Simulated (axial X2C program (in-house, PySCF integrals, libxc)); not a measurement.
Outer orbitals of LiBa⁻ at 3.987 Å, HF

Computed with an in-house all-electron X2C program for linear molecules (integrals from PySCF). Spin-free means the one-electron spin-free X2C Hamiltonian; two-component (2c) means X2C with spin–orbit coupling and atomic mean-field two-electron Coulomb and Gaunt terms, so the difference of the two also holds small scalar two-electron terms. Basis: Ba dyall-av3z [15s15p10d4f], Li dyall-av3z [9s9p3d] (cores contracted in-house); Gaussian nuclei, density fitting, unrestricted open shells. Masses: Ba 137.905 u, Li 7.016 u.

The distance is close to the 2c PBE0 minimum; the highest filled and lowest empty levels are listed.

Spin-free orbitals, state M_S = 0, Λ = 0 (closed shell) (Löwdin shares):

```json
{"symmetry": "π-α", "occupied": "yes", "ε (eV)": "-21.38", "atomic character": "100% Ba p"}
{"symmetry": "π+α", "occupied": "yes", "ε (eV)": "-21.38", "atomic character": "100% Ba p"}
{"symmetry": "σα", "occupied": "yes", "ε (eV)": "-21.32", "atomic character": "99% Ba p"}
{"symmetry": "σα", "occupied": "yes", "ε (eV)": "-2.05", "atomic character": "49% Ba s, 40% Li s, 6% Li p"}
{"symmetry": "σα", "occupied": "yes", "ε (eV)": "-0.58", "atomic character": "41% Ba p, 20% Ba s, 19% Li s"}
{"symmetry": "σα", "occupied": "no", "ε (eV)": "1.35", "atomic character": "46% Li p, 29% Ba s, 23% Ba p"}
{"symmetry": "σα", "occupied": "no", "ε (eV)": "1.54", "atomic character": "68% Ba p, 18% Li p, 8% Ba s"}
{"symmetry": "π-α", "occupied": "no", "ε (eV)": "1.55", "atomic character": "98% Ba p"}
{"symmetry": "π+α", "occupied": "no", "ε (eV)": "1.55", "atomic character": "98% Ba p"}
```

One partner of each degenerate Kramers or spin pair is listed.

Spinors with spin–orbit coupling (state Ω = 0):

```tsv
ω	occupied	ε (eV)	atomic character	λ mixture
1/2	yes	-22.87	100% Ba p	68% π, 32% σ
3/2	yes	-20.64	100% Ba p	100% π
1/2	yes	-20.59	99% Ba p	68% σ, 32% π
1/2	yes	-2.05	49% Ba s, 40% Li s, 6% Li p	100% σ
1/2	yes	-0.58	41% Ba p, 20% Ba s, 19% Li s	100% σ
1/2	no	1.35	46% Li p, 28% Ba s, 24% Ba p	100% σ
1/2	no	1.54	67% Ba p, 19% Li p, 8% Ba s	100% σ
1/2	no	1.55	98% Ba p	100% π
3/2	no	1.55	98% Ba p	100% π
```

One partner of each degenerate Kramers or spin pair is listed.

Mulliken charges and populations of the two-component result (they depend on the basis, above all on diffuse functions):

Ba -0.45 e (s 11.71 p 24.59 d 20.14), Li -0.55 e (s 3.48 p 0.07).

One determinant describes the state; a PBE0 search over occupations chose it and may have missed a lower one. Other states lie close and PBE0, whose exact exchange favours high spin, may order them wrongly; the determinant shown need not be the ground state. The nearest other spin-free determinant of the search, M_S = 1, Λ = 1, lies 0.46 eV up at the distance of the search.
